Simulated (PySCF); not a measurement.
**`CO[SiH2]SCC(=O)O[SiH3]`: 4 charge schemes on one density**

Species: C₃H₁₀O₃SSi₂.
Structure used (GFN2-xTB), in Å, numbered top down from 1:
```xyz
19
C3H10O3SSi2 angstrom
C     -1.9246    1.2558    0.6297
O     -1.2009    0.1810    1.1722
Si    -1.3310   -1.4114    0.9647
S     -1.1014   -2.0619   -1.0813
C      0.6234   -1.5691   -1.4380
C      0.8646   -0.1558   -0.9832
O      0.3345    0.8133   -1.4572
O      1.7355   -0.0910    0.0080
Si     2.1818    1.3054    0.7943
H     -1.6064    1.4370   -0.3988
H     -1.7098    2.1361    1.2358
H     -2.9965    1.0543    0.6474
H     -2.6495   -1.9420    1.2657
H     -0.2067   -1.8546    1.7626
H      1.3000   -2.2607   -0.9384
H      0.7238   -1.6408   -2.5203
H      3.3934    0.7905    1.4193
H      2.4345    2.3649   -0.1750
H      1.1254    1.6582    1.7333
```

Density: PBE0/pcSseg-1 (PySCF); schemes: Mulliken, IAO, Hirshfeld and ESP-fitted. The structure is a single GFN2-xTB conformer in the gas phase; no vibrational or solvent corrections.

Q: Which atoms carry the highest charge in the Mulliken, IAO, Hirshfeld and ESP-fitted schemes?

A: The schemes don't all agree: Mulliken Si3 (+0.796); IAO Si3 (+0.908); Hirshfeld Si9 (+0.393); ESP-fitted C6 (+0.685).

Q: At which atom do the 4 schemes differ most?

A: At Si3: from +0.359 (Hirshfeld) to +0.908 e (IAO), 0.549 e apart.

Q: Which atoms carry the lowest charge in the Mulliken, IAO, Hirshfeld and ESP-fitted schemes?

A: The schemes don't all agree: Mulliken O2 (-0.644); IAO O2 (-0.639); Hirshfeld O7 (-0.235); ESP-fitted O7 (-0.491).

Q: What partial charge does each atom carry?

A: In e:

```json
{"atom": "C1", "environment": "methoxy carbon", "Mulliken": "-0.018", "IAO": "-0.203", "Hirshfeld": "-0.037", "ESP-fitted": "-0.287"}
{"atom": "O2", "environment": "silyl ether oxygen", "Mulliken": "-0.644", "IAO": "-0.639", "Hirshfeld": "-0.215", "ESP-fitted": "-0.252"}
{"atom": "Si3", "environment": "oxygen-bound silicon", "Mulliken": "+0.796", "IAO": "+0.908", "Hirshfeld": "+0.359", "ESP-fitted": "+0.385"}
{"atom": "S4", "environment": "sulfur bonded to C and Si", "Mulliken": "-0.288", "IAO": "-0.180", "Hirshfeld": "-0.091", "ESP-fitted": "-0.239"}
{"atom": "C5", "environment": "sp3 carbon bound to sulfur", "Mulliken": "-0.263", "IAO": "-0.387", "Hirshfeld": "-0.079", "ESP-fitted": "-0.447"}
{"atom": "C6", "environment": "carbonyl carbon", "Mulliken": "+0.438", "IAO": "+0.523", "Hirshfeld": "+0.213", "ESP-fitted": "+0.685"}
{"atom": "O7", "environment": "carbonyl oxygen", "Mulliken": "-0.402", "IAO": "-0.458", "Hirshfeld": "-0.235", "ESP-fitted": "-0.491"}
{"atom": "O8", "environment": "oxygen singly bound to a carbonyl carbon", "Mulliken": "-0.574", "IAO": "-0.579", "Hirshfeld": "-0.178", "ESP-fitted": "-0.424"}
{"atom": "Si9", "environment": "oxygen-bound silicon", "Mulliken": "+0.679", "IAO": "+0.851", "Hirshfeld": "+0.393", "ESP-fitted": "+0.575"}
{"atom": "H10", "environment": "methyl hydrogen", "Mulliken": "+0.142", "IAO": "+0.158", "Hirshfeld": "+0.031", "ESP-fitted": "+0.151"}
{"atom": "H11", "environment": "methyl hydrogen", "Mulliken": "+0.114", "IAO": "+0.151", "Hirshfeld": "+0.046", "ESP-fitted": "+0.137"}
{"atom": "H12", "environment": "methyl hydrogen", "Mulliken": "+0.102", "IAO": "+0.130", "Hirshfeld": "+0.043", "ESP-fitted": "+0.141"}
{"atom": "H13", "environment": "Si–H hydrogen", "Mulliken": "-0.091", "IAO": "-0.137", "Hirshfeld": "-0.074", "ESP-fitted": "-0.024"}
{"atom": "H14", "environment": "Si–H hydrogen", "Mulliken": "-0.091", "IAO": "-0.131", "Hirshfeld": "-0.076", "ESP-fitted": "-0.053"}
{"atom": "H15", "environment": "methylene hydrogen", "Mulliken": "+0.178", "IAO": "+0.172", "Hirshfeld": "+0.047", "ESP-fitted": "+0.181"}
{"atom": "H16", "environment": "methylene hydrogen", "Mulliken": "+0.191", "IAO": "+0.190", "Hirshfeld": "+0.062", "ESP-fitted": "+0.246"}
{"atom": "H17", "environment": "Si–H hydrogen", "Mulliken": "-0.106", "IAO": "-0.126", "Hirshfeld": "-0.074", "ESP-fitted": "-0.106"}
{"atom": "H18", "environment": "Si–H hydrogen", "Mulliken": "-0.084", "IAO": "-0.124", "Hirshfeld": "-0.070", "ESP-fitted": "-0.087"}
{"atom": "H19", "environment": "Si–H hydrogen", "Mulliken": "-0.079", "IAO": "-0.119", "Hirshfeld": "-0.066", "ESP-fitted": "-0.089"}
```

Mean size of the charges over all atoms: IAO 0.324 e, Mulliken 0.278 e, ESP-fitted 0.263 e, Hirshfeld 0.126 e. Each set sums to the total charge, 0, to within 0.001 e. The Hirshfeld scheme weights the molecular density at each point by an atom's share of the summed free-atom densities.

Q: How closely do the schemes follow one another over all atoms?

A: Correlation coefficient and root-mean-square difference: Mulliken with IAO 0.99, 0.081 e; IAO with Hirshfeld 0.98, 0.252 e; Mulliken with Hirshfeld 0.97, 0.208 e; IAO with ESP-fitted 0.91, 0.176 e; Hirshfeld with ESP-fitted 0.89, 0.191 e; Mulliken with ESP-fitted 0.88, 0.169 e.

Q: How many electrons does the Hirshfeld scheme count on C1?

A: Z − q = 6 − (-0.037) = 6.037.
